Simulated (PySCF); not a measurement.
**Fine-structure interval along the 19-electron series**

Calculated with PySCF 2.14 and a two-component X2C-1e Hamiltonian (Gaussian nucleus, no Breit or QED terms), each ion in its own even-tempered basis scaled to its charge; GMP2 freezes [Ne] and drops the highest virtual spinors. Values in cm⁻¹.

```tsv
ion	configuration	GHF (screened spin-orbit)	GMP2 (screened spin-orbit)	GHF (bare spin-orbit)
Ce³⁹⁺	[Ar] 3d1	195040	195150	235890
Nd⁴¹⁺	[Ar] 3d1	230180	230350	276490
```

Fill in the row of Pr⁴⁰⁺.

configuration: [Ar] 3d1; GHF (screened spin-orbit): 212010; GMP2 (screened spin-orbit): 212160; GHF (bare spin-orbit): 255530.
